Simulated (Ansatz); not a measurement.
The cluster Pd₂O₂⁻, relaxed as a doublet with UKS r2SCAN-D4/def2-TZVPD in Ansatz, starting from the GFN1-xTB geometry. Force threshold 0.02 eV/Å.

In the def2 sets Pd takes a core potential; there is no spin–orbit coupling. The highest occupied level of the charge -1 doublet lies above zero (up to 0.32 eV). By energy differences its removal costs 2.21 eV (vertical, to the charge 0 triplet, at r2SCAN-D4/def2-TZVPD); a positive level beside a positive removal energy at the same level points to self-interaction error. The relaxation made no stability test and no search for a lower SCF solution. The structure comes from a short search, and lower isomers may exist.

Start:

Cartesian coordinates in Å:
```
Pd -1.073 0.470 0.383
Pd 1.067 -0.476 -0.389
O -0.083 -1.089 1.103
O 0.089 1.095 -1.098
```

```json
{"step": "1", "energy (eV)": "-11056.9038", "largest force component (eV/Å)": "0.618", "SCF passes": "106"}
{"step": "2", "energy (eV)": "-11056.9183", "largest force component (eV/Å)": "0.478", "SCF passes": "44"}
{"step": "3", "energy (eV)": "-11056.9299", "largest force component (eV/Å)": "0.037", "SCF passes": "41"}
{"step": "4", "energy (eV)": "-11056.9299", "largest force component (eV/Å)": "0.001", "SCF passes": "41"}
```

Force components are those of the run's own axes.

End:

```xyz
4

Pd   -1.0848    0.4796    0.3916
Pd    1.0845   -0.4796   -0.3916
O    -0.0837   -1.0693    1.0775
O     0.0840    1.0692   -1.0775
```

By distances, no bond broke or formed. The bond that changes most is Pd1–O4, from 1.98 to 1.97 Å (atoms count from 1).

No frequencies were taken in this run, so the end may be a saddle point.

Hardware: 2 threads of Arm Neoverse V2 on a shared host. Wall time 37 s.
